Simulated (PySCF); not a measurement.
**How methods differ on the excitation energy of Pt(2+)**

Pt(2+) [Xe] 4f14 5d8 (3F) → Pt(2+) [Xe] 4f14 5d7 6s1 (5F), as a difference of total energies. All numbers are calculated (PySCF 2.14, the spin-free X2C one-electron Hamiltonian (Gaussian nucleus), in x2c-TZVPPall). Correlated levels: valence and next inner shell: [Kr] 4d10 4f14 frozen. The calculations carry no spin-orbit coupling.

```csv
method,excitation energy (cm⁻¹)
UHF,20968
MP2 (valence and next inner shell),23244
SCS-MP2 (valence and next inner shell),25162
CCSD (valence and next inner shell),23457
CCSD(T) (valence and next inner shell),23648
```

A first-order spin-orbit estimate (lowest level to lowest level, LS coupling) adds -0.037 eV.

The basis was made for the ground configuration and has no added diffuse functions, so the excitation energy can come out too high.
